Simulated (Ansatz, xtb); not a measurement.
## Relative energy of two isomers of C5H5FSe

Structure a: `Cc1cc(F)c[se]1`, a singlet. Structure b: `Cc1[se]ccc1F`, a singlet. Both are isolated molecules in the gas phase, relaxed with PBE-D3(BJ)/def2-SVP.

a (Å):

```xyz
12

C     1.5186   -1.2991    0.5476
C     0.5451   -1.3086   -0.5891
C     0.4992   -2.1709   -1.6629
C    -0.5640   -1.9141   -2.5893
C    -1.3943   -0.8578   -2.2997
F    -0.7207   -2.6833   -3.6812
Se   -0.8541   -0.0385   -0.7049
H     2.2498   -2.1224    0.4252
H     2.0880   -0.3473    0.6016
H     1.0165   -1.4368    1.5284
H     1.2139   -2.9935   -1.8095
H    -2.2540   -0.5097   -2.8826
```

b (Å):

```xyz
12

C     0.6780   -1.1019    0.8859
C     0.5369   -1.4916   -0.5496
C     0.6572   -2.4525   -2.9861
C    -0.3516   -1.5412   -2.7865
C    -0.4008   -1.0281   -1.4500
F    -1.3356   -0.1232   -1.0938
Se    1.6562   -2.7334   -1.4243
H     0.5599   -1.9673    1.5712
H     1.6640   -0.6398    1.1022
H    -0.1058   -0.3611    1.1377
H     0.9060   -2.9865   -3.9109
H    -1.0619   -1.2232   -3.5622
```

Question: Which of the two would you expect CCSD(T)/def2-SVP + ΔMP2/def2-TZVPP electronic energies to favour?

Answer: CCSD(T)/def2-SVP + ΔMP2/def2-TZVPP gives E(b) − E(a) = −0.11 kcal/mol, slightly favouring structure b, which is too small a margin to settle the true order.

Level by level:

```tsv
level	geometry	E(b) − E(a) (kcal/mol)	departure from the last row (kcal/mol)	job, with rough time for the two
GFN2-xTB	GFN2-xTB	+0.49	+0.60	optimisation, 0.12 s
HF/STO-3G	GFN2-xTB	+0.31	+0.42	single point, 0.52 s
r2SCAN-D4/def2-SVP	GFN2-xTB	−0.48	−0.37	single point, 3.3 s
PBE-D3(BJ)/def2-SVP	PBE-D3(BJ)/def2-SVP	−0.45	−0.33	optimisation, 41 s
HF/def2-SVP	PBE-D3(BJ)/def2-SVP	−0.03	+0.08	part of the CCSD(T) run
MP2/def2-SVP	PBE-D3(BJ)/def2-SVP	−0.53	−0.42	part of the CCSD(T) run
CCSD(T)/def2-SVP	PBE-D3(BJ)/def2-SVP	−0.47	−0.36	single point
CCSD(T)/def2-SVP + ΔMP2/def2-TZVPP	PBE-D3(BJ)/def2-SVP	−0.11		single point, 61 s
```

As drawn, both hold the same kinds of bond in the same numbers.

The largest departure from CCSD(T)/def2-SVP + ΔMP2/def2-TZVPP is that of GFN2-xTB, 0.60 kcal/mol. The last row adds to CCSD(T) the change of the MP2 difference between the two basis sets, here +0.36 kcal/mol.

With thermal terms from frequencies at re-optimised GFN2-xTB minima (ideal gas, soft modes damped towards free rotors, one conformer each, 298.15 K, 1 atm): the zero-point term adds +0.06 kcal/mol; ΔH is −0.09 and ΔG +0.06 kcal/mol.

The correlated steps freeze 15 core orbitals; the filled d shell of Se is correlated, in a basis made for valence electrons. Codes used: Ansatz 0.2.0, xtb 6.7.1; the last row on 2 threads of Intel(R) Xeon(R) 6975P-C (Granite Rapids) on a shared host.
